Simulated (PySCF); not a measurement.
## Spinor energies of K (potassium, neutral)

Start: [Ar] 4s1; 4s1/2 filled at m_j = +1/2. Calculated with PySCF 2.14 in x2c-TZVPall-2c with one added diffuse shell each of s, p, d type (7s7p4d, 48 functions): generalised Hartree-Fock with the X2C-1e Hamiltonian and a Gaussian nucleus; one run each with spin-orbit coupling (SO) switched off, then screened by Boettger's factors.

```tsv
spinor shell	electrons	ε, spin-free (eV)	ε, screened SO (eV)	weight of nominal j (screened SO)	rms radius, screened SO (bohr)
1s1/2	2	-3649.9	-3649.9	1.000	0.0937
2s1/2	2	-397.27	-397.27	1.000	0.418
2p1/2	2	-313.53	-315.55	1.000	0.386
2p3/2	4	-313.53	-312.53	1.000	0.388
3s1/2	2	-47.913	-47.912	1.000	1.37
3p1/2	2	-25.932	-26.136	0.995	1.56
3p3/2	4	-25.932	-25.831	0.997	1.57
4s1/2	1	-4.032	-4.032	1.000	5.59
```

```csv
quantity,spin-free,screened SO
E (hartree),-601.44872,-601.45105
M_J,1/2,1/2
⟨J²⟩,0.750,0.750
⟨L²⟩,0.000,0.000
⟨S²⟩,0.750,0.750
```

Without spin-orbit coupling the j labels of p, d and f shells carry no meaning; the spin-free column gives the mean over the occupied spinors of each nl shell.
